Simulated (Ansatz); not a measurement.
A nudged elastic band was laid between two geometries of C$_{2}$H$_{5}$BSi (9 atoms, charge 0, multiplicity 1).

Computed with UKS r2SCAN-D4/def2-SVP (Ansatz).

| Property | Result |
| --- | --- |
| movable images | 7 |
| climbing image | yes |
| spring | 5.0 eV/Å² |
| optimiser | quadratic models (default) |
| start path | through a guess of the saddle point |
| force threshold | 0.03 eV/Å |
| iteration limit | 56 |
| end points | relaxed |

Initial state:

```xyz
9
Properties=species:S:1:pos:R:3
B -0.127 1.960 -1.613
C 0.332 1.060 -0.682
C 0.734 0.166 0.217
Si -0.346 -1.257 0.831
H -0.511 2.742 -2.414
H 1.755 0.245 0.641
H 0.347 -2.554 0.553
H -1.671 -1.220 0.154
H -0.514 -1.141 2.313
```

Final state:

```xyz
9
Properties=species:S:1:pos:R:3
B -0.363 1.283 -0.995
C 0.669 0.436 -0.651
C 1.093 -0.659 0.154
Si -0.786 -0.160 0.451
H -0.948 2.161 -1.543
H 1.762 -0.471 1.008
H 1.241 -1.644 -0.314
H -1.688 -1.270 0.047
H -0.981 0.323 1.843
```

(1) Which bonds break or form, and what moves?

(2) What energy profile does the band end with?

(3) What is the geometry of the highest image?

## Answers

(1) Bonds broken: Si4–H7. Bonds formed: B1–Si4, C2–Si4, C3–H7.

(2) The run converged. The highest image is number 3 of 0 to 8, 1.74 eV above the first end and 2.82 eV above the last; the last end lies 1.08 eV below the first. The profile has 2 maxima (images 3, 5) with wells between them (image 4): this band takes more than one step, which may be the mechanism or a detour left from its start path. Neighbouring images differ by up to 1.3 eV, so the band resolves the path poorly. A vibrational analysis at the climbing image gives one clearly imaginary mode, 765i cm⁻¹: a first-order saddle point. The orbitals were unrestricted but ended closed-shell.

```tsv
image	path coordinate (Å)	energy (eV)	Si4–H7 (Å)	B1–Si4 (Å)	C2–Si4 (Å)
0	0.00	0.00	1.50	4.05	2.85
1	0.88	0.01	1.50	4.03	2.84
2	1.75	0.43	1.48	4.06	2.85
3	2.63	1.74	1.65	4.15	2.92
4	3.62	1.38	2.33	3.99	2.84
5	4.60	1.40	2.49	3.67	2.62
6	5.59	0.23	2.57	3.14	1.96
7	6.58	-0.49	2.61	2.71	1.91
8	7.57	-1.08	2.63	2.09	1.92
```

(3) 
```xyz
9
Properties=species:S:1:pos:R:3:forces:R:3
B 0.096 1.742 -1.804 0.00 0.00 0.00
C 0.323 0.919 -0.753 0.00 0.00 0.00
C 0.558 0.105 0.307 0.00 0.00 0.00
Si -0.677 -0.906 1.292 0.00 0.00 0.00
H -0.097 2.468 -2.720 0.00 0.00 0.00
H 1.555 0.035 0.783 0.00 0.00 0.00
H 0.320 -1.223 0.018 0.00 0.00 0.00
H -1.986 -1.222 0.661 0.00 0.00 0.00
H -0.092 -1.918 2.216 0.00 0.00 0.00
```

Run time: 8.2 min on 2 threads of Intel(R) Xeon(R) 6975P-C (Granite Rapids), with other jobs on the host, peak memory 0.27 GiB.
